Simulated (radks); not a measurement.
Q: The rhodium ion Rh31+, 14 electrons, occupied as [Ne] 3s2 3p2. All-electron calculation, non-relativistic Kohn-Sham, LDA (Slater exchange, Perdew-Wang correlation), spin-unpolarised, spherical densities, point nucleus; relativity is left out, which matters for an element this heavy. Program: a radial shooting solver on a logarithmic mesh with Libxc functionals. Some entries of the table are withheld. Estimate them.

orbital,occ.,eigenvalue (eV),<r^2> (bohr^2)
1s,2,(1),(2)
2s,2,(3),0.02470
2p,6,-4546.836,(4)
3s,2,-1849.533,(5)
3p,2,-1775.024,0.1309

A: 
(1) 1s eigenvalue (eV): -23998.57
(2) 1s <r^2> (bohr^2): 0.001535
(3) 2s eigenvalue (eV): -4757.400
(4) 2p <r^2> (bohr^2): 0.01862
(5) 3s <r^2> (bohr^2): 0.1412
